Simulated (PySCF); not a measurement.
**Gd⁺ (gadolinium, charge +1) across methods**

[Xe] 4f7 5d1 6p1, one real determinant (an excited configuration). Calculation: PySCF 2.14, in x2c-TZVPPall (11s7p7d4f2g, 113 functions); the spin-free X2C one-electron Hamiltonian (Gaussian nucleus).

| method | E (hartree) | mean ε 4f α (eV) | mean ε 5d α (eV) | mean ε 6p α (eV) | Σ⟨r²⟩ (bohr²) | ⟨S²⟩ |
| --- | --- | --- | --- | --- | --- | --- |
| PBE0 | -11270.14 | -21.188 | -11.243 | -7.351 | 66.72 | 24.753 |
| UHF | -11266.46758 | -30.196 | -14.069 | -8.142 | 69.48 | 24.756 |
| PBE | -11270.20 | -18.022 | -10.127 | -6.957 | 66.38 | 24.753 |
| LDA | -11262.07 | -18.287 | -10.147 | -6.965 | 66.01 | 24.752 |

Question: Estimate the same row for r2SCAN.

Answer: E (hartree) = -11270.51; mean ε 4f α (eV) = -18.372; mean ε 5d α (eV) = -10.393; mean ε 6p α (eV) = -6.946; Σ⟨r²⟩ (bohr²) = 66.30; ⟨S²⟩ = 24.756.

⟨L²⟩ = 8.01 against 12 for a pure F term, so this real determinant mixes terms. Spin-orbit coupling, absent here, splits the open shell strongly.
